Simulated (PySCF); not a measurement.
## SiH(OH)2GeH3 + fluorine → SiF(OH)2GeH3 + hydrogen fluoride

Reaction: SiH(OH)2GeH3 + fluorine → SiF(OH)2GeH3 + hydrogen fluoride. Separate species in the gas phase, each in one low structure relaxed by PBE0-D3(BJ)/def2-SVP, with no frequency check at that level.

| species | role | SMILES | charge | multiplicity |
| --- | --- | --- | --- | --- |
| SiH(OH)2GeH3 | reactant | O[SiH](O)[GeH3] | 0 | 1 |
| fluorine | reactant | FF | 0 | 1 |
| SiF(OH)2GeH3 | product | O[Si](O)(F)[GeH3] | 0 | 1 |
| hydrogen fluoride | product | F | 0 | 1 |

Electronic reaction energies: BLYP-D3(BJ)/def2-TZVP -155.5 kcal/mol (PySCF).

Task: What does PBE0-D3(BJ)/def2-TZVP give?

Result: -163.4 kcal/mol.
